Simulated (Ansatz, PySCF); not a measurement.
Gas-phase reaction in SMILES: Cl[SiH](Cl)C[Si](Cl)(Cl)Cl + 7 [H][H] (H2) -> C (CH4) + 5 Cl (HCl) + 2 [SiH4] (SiH4)
Geometries: B3LYP-D3(BJ)/def2-TZVP minima from Ansatz (a first-principles code), one conformer each, not searched for the lowest.

Wanted: energy of full hydrogenation (enthalpy at 298 K, with B3LYP-D3(BJ) rigid-rotor harmonic-oscillator terms from PySCF), in kcal/mol. Cores are frozen in the correlated levels unless marked. Spin-orbit coupling is left out. No relativistic terms. Basis-set limits of correlation are two-point, X^-3; Hartree-Fock from the larger set. The bracket is a focal-point correction in the basis named.

```json
[
 {"level": "HF/cc-pV(T+d)Z", "program": "Ansatz", "energy of full hydrogenation (kcal/mol)": "65.3", "minus last row": "-34.6"},
 {"level": "BLYP/def2-TZVPD", "program": "Ansatz", "energy of full hydrogenation (kcal/mol)": "76.5", "minus last row": "-23.4"},
 {"level": "r2SCAN/def2-TZVPD", "program": "Ansatz", "energy of full hydrogenation (kcal/mol)": "101.5", "minus last row": "1.6"},
 {"level": "r2SCAN-D3(BJ)/def2-TZVPD", "program": "Ansatz + dftd3", "energy of full hydrogenation (kcal/mol)": "104.5", "minus last row": "4.6"},
 {"level": "PBE0-D3(BJ)/def2-TZVPD", "program": "Ansatz + dftd3", "energy of full hydrogenation (kcal/mol)": "95.4", "minus last row": "-4.5"},
 {"level": "r2SCAN0/def2-TZVPD", "program": "Ansatz", "energy of full hydrogenation (kcal/mol)": "97.2", "minus last row": "-2.7"},
 {"level": "B2GP-PLYP/def2-TZVPD", "program": "Ansatz", "energy of full hydrogenation (kcal/mol)": "94.0", "minus last row": "-5.9"},
 {"level": "MP2/aug-cc-pV(T+d)Z", "program": "Ansatz", "energy of full hydrogenation (kcal/mol)": "106.3", "minus last row": "6.4"},
 {"level": "SCS-MP2/aug-cc-pV(T+d)Z", "program": "Ansatz", "energy of full hydrogenation (kcal/mol)": "94.7", "minus last row": "-5.2"},
 {"level": "CCSD/6-31G*", "program": "Ansatz", "energy of full hydrogenation (kcal/mol)": "106.6", "minus last row": "6.7"},
 {"level": "CCSD/aug-cc-pV(D+d)Z", "program": "Ansatz", "energy of full hydrogenation (kcal/mol)": "62.4", "minus last row": "-37.5"},
 {"level": "CCSD(T)/cc-pV(D+d)Z", "program": "Ansatz", "energy of full hydrogenation (kcal/mol)": "64.4", "minus last row": "-35.5"},
 {"level": "CCSD(T)/aug-cc-pV(T+d)Z", "program": "Ansatz", "energy of full hydrogenation (kcal/mol)": "90.2", "minus last row": "-9.7"},
 {"level": "RI-MP2/CBS(cc-pV(T+d)Z,cc-pV(Q+d)Z)+[CCSD(T)-MP2]/cc-pV(Q+d)Z", "program": "Ansatz", "energy of full hydrogenation (kcal/mol)": "98.9", "minus last row": "-1.0"},
 {"level": "CCSD(T)/CBS(cc-pV(T+d)Z,cc-pV(Q+d)Z)", "program": "Ansatz", "energy of full hydrogenation (kcal/mol)": "99.9", "minus last row": "0.0"}
]
```
